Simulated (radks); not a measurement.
The ruthenium ion Ru2+, configuration [Ar] 3d10 4s1 4p6 4d6 5s1 (not the ground configuration).

Calculated with a radial shooting solver on a logarithmic mesh with Libxc functionals: scalar-relativistic Kohn-Sham, PBE, spin-polarised, spherical densities, finite nucleus; open shells are filled with parallel spins first (spin-orbit coupling, left out, can overturn this in heavy ions); Fermi nuclear charge, rms radius 4.4809 fm.

Energy parts (eV):
total: -123186.765
kinetic: 127382.860
electron-nucleus: -296047.799
Hartree: 49086.579
exchange-correlation: -3608.406

Orbitals (lengths in bohr, moments of r in powers of bohr; <r^-3> diverges for s and p1/2):
orbital  occ.  eigenvalue (eV)     <r^2>   <1/r>      <r^4>  <r^-3>
1s up       1        -21966.45  0.001510   45.87  5.909e-06       -
1s down     1        -21966.16  0.001510   45.87  5.909e-06       -
2s up       1        -3183.339   0.02501   10.37   0.001076       -
2s down     1        -3182.464   0.02501   10.37   0.001076       -
2p up       3        -2854.094   0.01969   10.06  0.0007708    3000
2p down     3        -2853.378   0.01968   10.06  0.0007705    3001
3s up       1        -584.3730    0.1856   3.596    0.05309       -
3s down     1        -583.7018    0.1854   3.595    0.05290       -
3p up       3        -476.1945    0.1888   3.424    0.05778   515.2
3p down     3        -475.4576    0.1885   3.424    0.05747   515.0
3d up       5        -302.1818    0.1766   3.195    0.05951   69.41
3d down     5        -301.2133    0.1760   3.197    0.05888   69.44
4s up       1        -104.6799     1.146   1.360      1.960       -
4s down     0        -100.1391     1.144   1.365      1.962       -
4p up       3         -74.1505     1.387   1.224      2.989   82.24
4p down     3         -69.5664     1.392   1.225      3.033   82.67
4d up       5         -30.3806     2.409  0.9273      10.40   6.972
4d down     1         -26.0933     2.542  0.9117      11.96   6.754
5s up       1         -21.7929     7.592  0.4980      85.12       -
5s down     0         -19.2923     8.086  0.4795      97.07       -
5p up       0         -15.5009     10.81  0.4140      174.7   9.843
5p down     0         -13.4270     11.68  0.3958      206.2   8.740

The highest occupied level is 5s up at -21.793 eV. The configuration is held as typed, so some empty levels lie below it. The spin density at the nucleus is 206.5 e/bohr^3 (1s 0.9, 2s -0.9, 3s 0.6, 4s 180.0, 5s 25.9). Spin moment in Bohr magnetons: 6. The electron density at the nucleus is 1.123e+05 e/bohr^3 (large components only). Summed over all electrons, <r^2> = 35.10 bohr^2, which gives a Langevin (diamagnetic) susceptibility term of -27.8 x 10^-6 cm^3/mol.
